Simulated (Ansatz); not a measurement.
## Nudged elastic band run: Cl₃GaH₄Si

The input (input.yaml):

```yaml
crystal:
  periodic: [false, false, false]
  atoms:
    - { symbol: Ga, position_ang: [-0.064093, 0.299063, 0.262053] }
    - { symbol: Cl, position_ang: [0.252475, 1.516095, 1.983251] }
    - { symbol: Cl, position_ang: [1.599856, -0.216169, -0.980292] }
    - { symbol: Cl, position_ang: [-2.035939, 0.056417, -0.519004] }
    - { symbol: Si, position_ang: [0.17113, -2.937398, 1.082725] }
    - { symbol: H, position_ang: [-0.208564, -3.199053, -0.316581] }
    - { symbol: H, position_ang: [1.593761, -3.228961, 1.340039] }
    - { symbol: H, position_ang: [-0.715262, -3.642795, 2.030176] }
    - { symbol: H, position_ang: [-0.027962, -1.470598, 1.352934] }
basis:
  gaussian: { orbitals: def2-SVP }
hamiltonian:
  xc: { name: BHLYP }
neb:
  order_check: false
  images: 5
  f_tol: 0.05
  max_iterations: 60
  final_atoms:
    - { symbol: Ga, position_ang: [0.06429271, -0.88083472, -0.14840638] }
    - { symbol: Cl, position_ang: [0.3363772, 0.52517116, 2.38828338] }
    - { symbol: Cl, position_ang: [1.58742022, 0.14978959, -1.27392581] }
    - { symbol: Cl, position_ang: [-1.87265134, 0.12114037, -0.28756029] }
    - { symbol: Si, position_ang: [0.28058403, -3.09101612, 0.75278556] }
    - { symbol: H, position_ang: [0.04012655, -4.08703021, -0.31697566] }
    - { symbol: H, position_ang: [1.64460176, -3.27304769, 1.29806442] }
    - { symbol: H, position_ang: [-0.71727458, -3.27516771, 1.83028691] }
    - { symbol: H, position_ang: [-0.79807453, 0.98759633, 1.99274887] }
  initial_path:
    images:
      - { positions_ang: [[-0.064093, 0.299063, 0.262053], [0.252475, 1.516095, 1.983251], [1.599856, -0.216169, -0.980292], [-2.035939, 0.056417, -0.519004], [0.17113, -2.937398, 1.082725], [-0.208564, -3.199053, -0.316581], [1.593761, -3.228961, 1.340039], [-0.715262, -3.642795, 2.030176], [-0.027962, -1.470598, 1.352934]] }
      - { positions_ang: [[-0.0527701, 0.19194103, 0.16106393], [0.17089022, 1.02906737, 2.17138564], [1.69754128, -0.15389398, -1.05000728], [-2.01925639, 0.01023503, -0.72305369], [0.15638498, -2.78763527, 1.00854898], [-0.36037158, -3.25606558, -0.20875061], [1.56938696, -3.12700174, 1.17652943], [-0.60633253, -3.27583463, 2.09514655], [0.00992916, -1.45421123, 1.60443805]] }
      - { positions_ang: [[-0.04144719, 0.08481906, 0.06007486], [0.08930543, 0.54203974, 2.35952028], [1.79522656, -0.09161895, -1.11972256], [-2.00257378, -0.03594694, -0.92710339], [0.14163996, -2.63787254, 0.93437296], [-0.51217917, -3.31307816, -0.10092021], [1.54501291, -3.02504248, 1.01301985], [-0.49740306, -2.90887427, 2.1601171], [0.04782033, -1.43782446, 1.8559421]] }
      - { positions_ang: [[-0.03012429, -0.0223029, -0.04091421], [0.00772065, 0.05501211, 2.54765492], [1.89291184, -0.02934393, -1.18943783], [-1.98589117, -0.08212892, -1.13115308], [0.12689495, -2.48810981, 0.86019694], [-0.66398675, -3.37009074, 0.00691018], [1.52063887, -2.92308321, 0.84951028], [-0.38847359, -2.5419139, 2.22508765], [0.08571149, -1.42143769, 2.10744616]] }
      - { positions_ang: [[0.00134804, -0.30848017, -0.07674493], [0.11727283, 0.21173179, 2.49453107], [1.7910813, 0.03036724, -1.21760049], [-1.94814456, -0.01437249, -0.84995548], [0.17812464, -2.68907858, 0.82439315], [-0.42928232, -3.60907056, -0.10105177], [1.56195983, -3.03973804, 0.99902832], [-0.49807392, -2.78633184, 2.0934874], [-0.20888385, -0.61842635, 2.06921373]] }
      - { positions_ang: [[0.03282037, -0.59465745, -0.11257565], [0.22682502, 0.36845148, 2.44140723], [1.68925076, 0.09007842, -1.24576315], [-1.91039795, 0.05338394, -0.56875788], [0.22935434, -2.89004735, 0.78858936], [-0.19457789, -3.84805038, -0.20901371], [1.60328079, -3.15639286, 1.14854637], [-0.60767425, -3.03074978, 1.96188716], [-0.50347919, 0.18458499, 2.0309813]] }
      - { positions_ang: [[0.06429271, -0.88083472, -0.14840638], [0.3363772, 0.52517116, 2.38828338], [1.58742022, 0.14978959, -1.27392581], [-1.87265134, 0.12114037, -0.28756029], [0.28058403, -3.09101612, 0.75278556], [0.04012655, -4.08703021, -0.31697566], [1.64460176, -3.27304769, 1.29806442], [-0.71727458, -3.27516771, 1.83028691], [-0.79807453, 0.98759633, 1.99274887]] }
```

Launched with:

```bash
$ ansatz run input.yaml --threads 4 --pin off --max-ram 5120MiB --backend cpu --events-out ev --progress --plain --runs-dir out
```

Output, in part (warnings, iteration lines, the closing report on the highest movable image, with atoms numbered from 0):

```
NEB end point (image 0): max|allowed force component| = 2.164e-2 eV/Å (the criterion of neb.relax_end_points is 1.000e-2)
NEB end point (image 6): max|allowed force component| = 1.796e-2 eV/Å (the criterion of neb.relax_end_points is 1.000e-2)
NEB iter   1: max|band force component| = 4.274e1 eV/Å  barrier→ = 8.6143 eV  barrier← = 7.8659 eV  Δτ_max = 0.2000 Å  (165 SCF iters)
NEB iter   2: max|band force component| = 7.773e0 eV/Å  barrier→ = 2.5545 eV  barrier← = 1.8060 eV  Δτ_max = 0.2000 Å  (144 SCF iters)
NEB iter   3: max|band force component| = 5.022e0 eV/Å  barrier→ = 1.9120 eV  barrier← = 1.1635 eV  Δτ_max = 0.1959 Å  (135 SCF iters)
NEB iter   4: max|band force component| = 1.290e0 eV/Å  barrier→ = 1.6453 eV  barrier← = 0.8969 eV  Δτ_max = 0.1972 Å  (136 SCF iters)
NEB iter   5: max|band force component| = 1.142e0 eV/Å  barrier→ = 1.5884 eV  barrier← = 0.8399 eV  Δτ_max = 0.1154 Å  (127 SCF iters)
NEB iter   6: max|band force component| = 1.257e0 eV/Å  barrier→ = 1.5349 eV  barrier← = 0.7865 eV  Δτ_max = 0.0583 Å  (127 SCF iters)
NEB iter   7: max|band force component| = 1.155e0 eV/Å  barrier→ = 1.4386 eV  barrier← = 0.6902 eV  Δτ_max = 0.0581 Å  (125 SCF iters)
NEB iter   8: max|band force component| = 9.709e-1 eV/Å  barrier→ = 1.4044 eV  barrier← = 0.6559 eV  Δτ_max = 0.1159 Å  (123 SCF iters)
NEB iter   9: max|band force component| = 6.358e-1 eV/Å  barrier→ = 1.3085 eV  barrier← = 0.5601 eV  Δτ_max = 0.1019 Å  (131 SCF iters)
NEB iter  10: max|band force component| = 5.501e-1 eV/Å  barrier→ = 1.2791 eV  barrier← = 0.5307 eV  CI = image 3  Δτ_max = 0.2000 Å  (120 SCF iters)
NEB iter  11: max|band force component| = 1.286e0 eV/Å  barrier→ = 1.6169 eV  barrier← = 0.8685 eV  CI = image 3  Δτ_max = 0.2000 Å  (124 SCF iters)
NEB iter  12: max|band force component| = 2.001e0 eV/Å  barrier→ = 2.1498 eV  barrier← = 1.4013 eV  CI = image 3  Δτ_max = 0.2000 Å  (129 SCF iters)
NEB iter  13: max|band force component| = 1.433e0 eV/Å  barrier→ = 2.1590 eV  barrier← = 1.4105 eV  CI = image 3  Δτ_max = 0.1994 Å  (129 SCF iters)
NEB iter  14: max|band force component| = 2.812e0 eV/Å  barrier→ = 2.0789 eV  barrier← = 1.3305 eV  CI = image 3  Δτ_max = 0.1003 Å  (128 SCF iters)
NEB iter  15: max|band force component| = 1.517e0 eV/Å  barrier→ = 1.9548 eV  barrier← = 1.2063 eV  CI = image 3  Δτ_max = 0.1972 Å  (124 SCF iters)
NEB iter  16: max|band force component| = 7.252e-1 eV/Å  barrier→ = 1.7532 eV  barrier← = 1.0048 eV  CI = image 3  Δτ_max = 0.0814 Å  (127 SCF iters)
NEB iter  17: max|band force component| = 4.229e-1 eV/Å  barrier→ = 1.7071 eV  barrier← = 0.9586 eV  CI = image 3  Δτ_max = 0.1074 Å  (122 SCF iters)
NEB iter  18: max|band force component| = 3.837e-1 eV/Å  barrier→ = 1.7488 eV  barrier← = 1.0004 eV  CI = image 3  Δτ_max = 0.2000 Å  (125 SCF iters)
NEB iter  19: max|band force component| = 4.597e-1 eV/Å  barrier→ = 1.7899 eV  barrier← = 1.0415 eV  CI = image 3  Δτ_max = 0.0994 Å  (129 SCF iters)
NEB iter  20: max|band force component| = 2.460e-1 eV/Å  barrier→ = 1.7764 eV  barrier← = 1.0280 eV  CI = image 3  Δτ_max = 0.0996 Å  (122 SCF iters)
NEB iter  21: max|band force component| = 1.130e-1 eV/Å  barrier→ = 1.7732 eV  barrier← = 1.0247 eV  CI = image 3  Δτ_max = 0.1956 Å  (124 SCF iters)
NEB iter  22: max|band force component| = 5.879e-2 eV/Å  barrier→ = 1.7725 eV  barrier← = 1.0241 eV  CI = image 3  Δτ_max = 0.1948 Å  (121 SCF iters)
NEB iter  23: max|band force component| = 7.747e-2 eV/Å  barrier→ = 1.7721 eV  barrier← = 1.0237 eV  CI = image 3  Δτ_max = 0.0990 Å  (119 SCF iters)
NEB iter  24: max|band force component| = 6.005e-2 eV/Å  barrier→ = 1.7719 eV  barrier← = 1.0234 eV  CI = image 3  Δτ_max = 0.0993 Å  (119 SCF iters)
NEB iter  25: max|band force component| = 4.800e-2 eV/Å  barrier→ = 1.7716 eV  barrier← = 1.0232 eV  CI = image 3  Δτ_max = 0.0000 Å  (243 SCF iters)
Total energy: -97869.61328766 eV, -3596.6419499148 hartree
Atom 0 at    -0.013485    -0.286281    -0.107639 Å, force     0.003031    -0.009419     0.030293 eV/Å
Atom 1 at    -0.361347     0.212340     2.143441 Å, force     0.002975     0.008231    -0.018310 eV/Å
Atom 2 at     1.852887     0.588645    -0.750786 Å, force     0.002565     0.002498    -0.003458 eV/Å
Atom 3 at    -1.776379     0.196573    -1.252793 Å, force    -0.006401     0.000669    -0.001783 eV/Å
Atom 4 at     0.178105    -2.636563     0.564662 Å, force    -0.003757     0.001295    -0.008965 eV/Å
Atom 5 at    -0.984718    -3.549925     0.629802 Å, force     0.003521    -0.001040    -0.003683 eV/Å
Atom 6 at     1.419828    -3.442604     0.566193 Å, force     0.001790     0.001178    -0.001191 eV/Å
Atom 7 at     0.229769    -2.388854     2.228543 Å, force    -0.011353     0.016047     0.006593 eV/Å
Atom 8 at     0.020743    -1.516730     2.213877 Å, force     0.007630    -0.019459     0.000505 eV/Å
Dipole moment:     0.091669    -1.102186     0.426863 e Å
```

The forces met the threshold. A vibrational analysis at the climbing image gives one clearly imaginary mode, 550i cm⁻¹: a first-order saddle point. The orbitals stay closed-shell, which can raise the energy where a bond breaks towards radicals; this wasn't checked here.

Final band (atoms are numbered from 1 in the order of the input):

| image | path coordinate (Å) | energy (eV) | Ga1–Cl2 (Å) | Si5–H9 (Å) | Ga1–Si5 (Å) |
| --- | --- | --- | --- | --- | --- |
| 0 | 0.00 | 0.00 | 2.13 | 1.50 | 3.35 |
| 1 | 1.39 | 0.03 | 2.13 | 1.50 | 3.46 |
| 2 | 2.79 | 0.75 | 2.17 | 1.49 | 3.11 |
| 3 | 4.18 | 1.77 | 2.33 | 2.00 | 2.45 |
| 4 | 6.50 | 0.82 | 2.93 | 3.79 | 2.40 |
| 5 | 8.83 | 0.78 | 2.96 | 4.35 | 2.40 |
| 6 | 11.16 | 0.75 | 2.91 | 4.40 | 2.40 |

Run time: 4.3 min on 4 threads of Arm Neoverse V2, with other jobs on the host, peak memory 0.37 GiB.
